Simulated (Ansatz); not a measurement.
F2H4Si2 (`F[SiH2][SiH2]F`). Charge 0, multiplicity 1. The geometry is a stationary point of PBE0-D4/def2-TZVP. It is one conformer, not always the lowest.

```xyz
8

F     1.471    1.728   -0.256
Si    0.166    0.916   -0.717
Si   -0.181   -0.939    0.683
F    -0.619   -0.458    2.150
H    -0.990    1.849   -0.690
H     0.384    0.444   -2.110
H    -1.278   -1.775    0.125
H     1.046   -1.765    0.816
```

(1) What is the dipole moment at ωB97M-V/def2-TZVPP? (An estimate is asked.)

(2) And with PBE, r2SCAN, B3LYP? (An estimate is asked.)

(3) Give the Mulliken charges with ωB97M-V, PBE, r2SCAN in def2-TZVPP. (Estimate.)

## Answers

(1) Ansatz gave: 1.73 D, with components (-0.61, -0.90, -1.35) D in this frame, pointing from negative to positive charge.

(2) The calculation gave: PBE 1.63 D, r2SCAN 1.68 D, B3LYP 1.78 D.

(3) Computed: 
```csv
atom,ωB97M-V,PBE,r2SCAN
F1,-0.32,-0.28,-0.33
Si2,0.39,0.41,0.49
Si3,0.39,0.41,0.49
F4,-0.32,-0.28,-0.33
H5,-0.03,-0.06,-0.08
H6,-0.04,-0.07,-0.08
H7,-0.04,-0.07,-0.08
H8,-0.03,-0.06,-0.08
```

B3LYP here is the variant with VWN-RPA as its local correlation; programs differ in this.
